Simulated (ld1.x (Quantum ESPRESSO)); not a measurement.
## cobalt, ultrasoft: configuration errors across variants

```json
{
  "Element": "cobalt",
  "Generator": "ld1.x (Quantum ESPRESSO) 7.5",
  "Type": "ultrasoft",
  "Functional": "PBE",
  "Relativity": "fully relativistic",
  "Frozen core": "[Ar]",
  "Valence charge": "9",
  "Reference configuration": "3d7 4s1.75 4p0.25",
  "Partial waves": "4s (bound): rcut 2.05, rcutus 2.25 bohr; 4s channel at 1.55 Ry: rcut 2.05, rcutus 2.25 bohr; 4p (bound): rcut 3.05, rcutus 3.50 bohr; 4p channel at 2.35 Ry: rcut 3.05, rcutus 3.50 bohr; 3d (bound): rcut 0.95, rcutus 1.25 bohr; 3d channel at 0.45 Ry: rcut 0.95, rcutus 1.25 bohr",
  "Local potential": "all-electron potential smoothed inside 3.15 bohr (lloc = -2)",
  "Core correction": "a·sin(br)/r model core, default radius (core density twice the valence density)",
  "Augmentation charge": "built from norm-conserving waves at rcut, not smoothed further"
}
```

Open shells are filled in proportion to 2j + 1 (rel_dist='average').

All-electron excitation energies from the reference (eV): (1) 3d7 4s2 4p0 -1.057; (2) 3d7 4s1 4p0 7.973; (3) 3d7 4s0 4p0 24.759; (4) 3d7 4s0 4p1 13.341; (5) 3d6 4s0 4p0 60.628; (6) 3d8 4s0 4p0 5.414; (7) 3d6 4s2 4p0 14.125.

The overlap operator is not positive definite (basis up to 400 Ry) in “base”. Such files are unfit for use, however small their errors in these radial tests.

Tests that are not counted but printed errors over 1 eV. “all radii but the core radius scaled by about 1.36 (s 3.06, p 4.76, d 1.70 bohr, rcut 2.80/4.16/1.30); local potential all-electron potential smoothed inside 4.30 bohr (lloc = -2)”: 3d7 4s0 4p0 (pseudo-atom not self-consistent, printed error -1.2 eV); 3d6 4s0 4p0 (solver errors, printed error -460 eV).

1 further variants failed, have other tests or too few solved ones, and are left out.

Errors AE − PS in meV (a dash: test not solved or not reliable):

| change | (1) | (2) | (3) | (4) | (5) | (6) | (7) | bound ghosts |
| --- | --- | --- | --- | --- | --- | --- | --- | --- |
| base | -0.2 | -8.1 | -54 | -88 | -158 | -261 | -252 | not determined (overlap not positive) |
| all radii but the core radius scaled by about 0.90 (s 2.02, p 3.14, d 1.12 bohr, rcut 1.84/2.74/0.86); local potential all-electron potential smoothed inside 2.82 bohr (lloc = -2) | -0.2 | -7.1 | -49 | -67 | -152 | -233 | -234 | not determined |
| all radii but the core radius scaled by about 0.95 (s 2.14, p 3.34, d 1.20 bohr, rcut 1.96/2.90/0.90); local potential all-electron potential smoothed inside 3.00 bohr (lloc = -2) | -0.2 | -7.8 | -53 | -81 | -151 | -252 | -249 | not determined |
| all radii but the core radius scaled by about 1.06 (s 2.38, p 3.70, d 1.32 bohr, rcut 2.18/3.22/1.00); local potential all-electron potential smoothed inside 3.34 bohr (lloc = -2) | -0.1 | -9.2 | -55 | -102 | -174 | -267 | -242 | not determined |
| all radii but the core radius scaled by about 1.15 (s 2.60, p 4.04, d 1.44 bohr, rcut 2.38/3.52/1.10); local potential all-electron potential smoothed inside 3.64 bohr (lloc = -2) | – | – | – | – | – | – | – | not determined |
| all radii but the core radius scaled by about 1.36 (s 3.06, p 4.76, d 1.70 bohr, rcut 2.80/4.16/1.30); local potential all-electron potential smoothed inside 4.30 bohr (lloc = -2) | +0.2 | +2.0 | – | -141 | – | -222 | – | not determined |

Task: Give the same row for: all radii but the core radius scaled by about 1.25 (s 2.80, p 4.36, d 1.56 bohr, rcut 2.56/3.80/1.18); local potential all-electron potential smoothed inside 3.92 bohr (lloc = -2).

Result: -0.4, -25, -57, -156, -280, -260, –; bound ghosts: not determined.
